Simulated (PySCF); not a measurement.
Compounds:

A. SMILES c1c(N=C)cco1
B. `C#CCC1=CC2(C=C1)CC2`
C. SMILES C(CC#C)(=O)O

Spectrum 1. ¹H NMR (300 MHz, computed): δ 7.57 (m, 1H), 7.33 (dd, J = 2.3, 1.5 Hz, 1H), 7.24 (m, 1H), 7.14 (d, J = 1.5 Hz, 1H), 6.70 (d, J = 2.3 Hz, 1H). ¹³C{¹H} NMR (computed): δ 155.9 (CH2), 149.0 (C), 147.1 (CH), 128.9 (CH), 116.2 (CH).

Spectrum 2. ¹H NMR (300 MHz, computed): δ 5.83 (br s, 1H), 3.14 (d, J = 4.3 Hz, 2H), 2.10 (t, J = 4.3 Hz, 1H). ¹³C{¹H} NMR (computed): δ 171.0 (C), 78.8 (CH), 78.3 (C), 26.3 (CH2).

Spectrum 3. ¹H NMR (300 MHz, computed): δ 6.80 (d, 1H), 6.25 (d, 1H), 5.86 (s, 1H), 3.23 (d, 2H), 1.84 (t, 1H), 1.46 (m, 2H), 1.44 (m, 2H). ¹³C{¹H} NMR (computed): δ 148.8 (CH), 146.1 (C), 142.0 (CH), 138.7 (CH), 85.3 (C), 74.4 (CH), 38.7 (C), 22.5 (CH2), 15.0 (CH2).

Method: PBE0-D3(BJ)/def2-SVP geometry, J: B3LYP/pcJ-1 (spin–dipole term left out of most H,H and C,H couplings), shieldings: GIAO PBE0/pcSseg-1, in PySCF 2.14 (no relativistic terms, one averaged value for each set of equivalent atoms, one conformer, no solvent model).

Scale: ¹H, ¹³C vs TMS (reference shieldings calculated alike). Multiplet labels drop J under 1 Hz and among equivalent protons, and merge close values. Unscaled 3J(H,H) run several per cent high. Where no couplings were computed, multiplicities follow the n + 1 count of equivalent neighbours, and m marks all less simple cases (inequivalent or close neighbours, rings, F or P nearby). Acid and N–H amide carbonyl carbons lie up to 10 ppm further downfield in solution (hydrogen bonding). Shifts are as computed. Against solution values, carbons near 30 ppm lie about +2 ppm off and those near 130 ppm about +5 ppm. Of 1211 compounds with measured shifts, 218 miss one by over three times the rms of a fit or turn the order of signals round; such compounds aren't used in these exercises. OH and NH positions are gas-phase values without hydrogen bonding to other molecules.

Which spectrum belongs to which compound?

Answers

1–A, 2–C, 3–B.

- Spectrum 1 (A): 5 ¹³C signals; δC 149.0 is an aromatic carbon bearing nitrogen; δH 7.33 is the hydrogen on an aromatic CH next to the ring oxygen.
- Spectrum 2 (C): 4 ¹³C signals; δC 171.0 is a carboxylic acid carbon; δC 78.8 is a terminal alkyne carbon.
- Spectrum 3 (B): 9 ¹³C signals; δC 148.8 is an alkene CH; δC 146.1 is a fully substituted alkene carbon.
